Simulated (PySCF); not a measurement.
C4H12GeO.
Numbering: `[CH3:1][O:2][GeH2:3][CH:4]([CH3:5])[CH3:6]` (hydrogens: H7, H8, H9 on C1; H10, H11 on Ge3; H12 on C4; H13, H14, H15 on C5; H16, H17, H18 on C6)

Structure used (PBE0-D3(BJ)/def2-SVP), in Å, numbered top down from 1:
```xyz
18
C4H12GeO angstrom
C      2.8826    0.0664   -0.2144
O      1.4904    0.0090   -0.2816
Ge     0.4881    0.0759    1.1986
C     -1.3363   -0.0290    0.5049
C     -1.6431    1.1962   -0.3514
C     -1.5251   -1.3329   -0.2655
H      3.3186   -0.7812    0.3509
H      3.2891    0.0251   -1.2383
H      3.2510    1.0021    0.2516
H      0.7923    1.4060    1.9305
H      0.8695   -1.1219    2.1028
H     -2.0002   -0.0310    1.3884
H     -0.9602    1.2500   -1.2141
H     -2.6736    1.1546   -0.7425
H     -1.5395    2.1350    0.2148
H     -1.3464   -2.2171    0.3664
H     -0.8295   -1.3869   -1.1176
H     -2.5513   -1.4097   -0.6629
```

Theory: TDDFT wB97X-D/def2-SVPD, vertical, gas phase, core orbitals frozen in the response in PySCF. The wB97X-D/def2-SVPD calculation is non-relativistic and has no spin–orbit coupling, an omission that weighs most on germanium.

Ground-to-excited transition dipoles (e·a0, same axes as the geometry; the sign carries no meaning), for the states with f of 0.002 or more among the lowest 8:

| state | E (hartree) | μx | μy | μz |
| --- | --- | --- | --- | --- |
| S2 | 0.2743 | -0.488 | -0.018 | 0.104 |
| S3 | 0.2818 | 0.032 | -0.617 | 0.053 |
| S4 | 0.2893 | 0.013 | 0.131 | 0.008 |
| S5 | 0.2897 | 0.197 | -0.004 | -0.022 |
| S6 | 0.2915 | -0.115 | -0.032 | -0.365 |
| S7 | 0.3127 | -0.092 | 0.239 | -0.118 |
| S8 | 0.3133 | -0.687 | -0.112 | -0.832 |

**Question.** What oscillator strength does each state have?

**Answer.** f = (2/3) ΔE |μ|² with ΔE in hartree (27.2114 eV).

```
state  |μ|² (au)  |μ| (D)      f
   S2      0.249     1.27  0.046
   S3      0.385     1.58  0.072
   S4      0.017     0.34  0.003
   S5      0.039     0.50  0.008
   S6      0.148     0.98  0.029
   S7      0.080     0.72  0.017
   S8      1.176     2.76  0.246
```

**Question.** Which bond between heavy atoms lies closest to the direction of the S8 transition dipole?

**Answer.** Ge3–C4, at 30° from it; next C1–O2 at 48°.

**Question.** What angle do the transition dipoles of S3 and S6 make?

**Answer.** |cos θ| = |μa·μb| / (|μa| |μb|) = 0.01, so θ ≈ 89° (taken between 0 and 90°, since the signs are arbitrary).

**Question.** What peak molar absorption coefficient would the strongest computed level give as a lone Gaussian band 0.4 eV wide at half height?

**Answer.** ε(max) = 2.175×10⁸ f / FWHM, with the width in cm⁻¹. S8: 2.175×10⁸ × 0.2456 / 3226 ≈ 17000 L mol⁻¹ cm⁻¹.

The vertical ionisation energy (ΔSCF) is 9.76 eV, 1.24 eV above S8.

Time: 10 min; peak memory 1.2 GiB. Hardware: Arm Neoverse N1, one thread (shared host).

One conformer stands for the species.

Without π bonds the low states may be Rydberg-like; a valence basis with one diffuse set may place them up to an eV too high.
